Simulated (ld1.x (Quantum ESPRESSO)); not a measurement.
## u(r) = r·R(r): atom against pseudo-atom (titanium)

Columns: radius, all-electron u(r) and pseudo u(r) of the 3p shell (level -39.46 eV) of titanium in the configuration [Ne] 3s2 3p6 3d2 4s1.5 4p0.5; PBEsol, scalar-relativistic, ultrasoft scheme, ld1.x (Quantum ESPRESSO) 7.5.

```csv
r (bohr),all-electron,pseudo
0.105,0.4166,-0.0143
0.210,0.4997,-0.0561
0.315,0.2048,-0.1217
0.420,-0.1944,-0.2055
0.525,-0.5469,-0.3005
0.630,-0.8014,-0.3987
0.735,-0.9546,-0.4924
0.840,-1.0229,-0.5744
0.945,-1.0284,-0.6389
1.050,-0.9912,-0.6818
1.155,-0.9278,-0.7014
1.260,-0.8501,-0.6979
1.365,-0.7665,-0.6737
1.470,-0.6828,-0.6324
1.575,-0.6025,-0.5791
1.680,-0.5276,-0.5190
1.785,-0.4592,-0.4571
1.890,-0.3977,-0.3976
1.995,-0.3432,-0.3432
2.100,-0.2951,-0.2951
2.205,-0.2531,-0.2531
2.310,-0.2166,-0.2166
2.415,-0.1851,-0.1851
2.520,-0.1579,-0.1579
2.625,-0.1345,-0.1345
2.730,-0.1144,-0.1144
```

How many radial nodes do the two functions have?

The all-electron 3p function has n − l − 1 = 1; the pseudo-wave has 0, since the states of the same l below it are removed with the core.

At about which radius was the pseudo-wave matched?

2.10 bohr. The columns agree to 0.0005 from 1.89 bohr on; several derivatives are matched, so the curves merge somewhat inside the radius.

Is the pseudo-wave norm-conserving?

No, it belongs to an ultrasoft set: the norm inside the radius is not constrained, and the difference is carried by the augmentation charge.
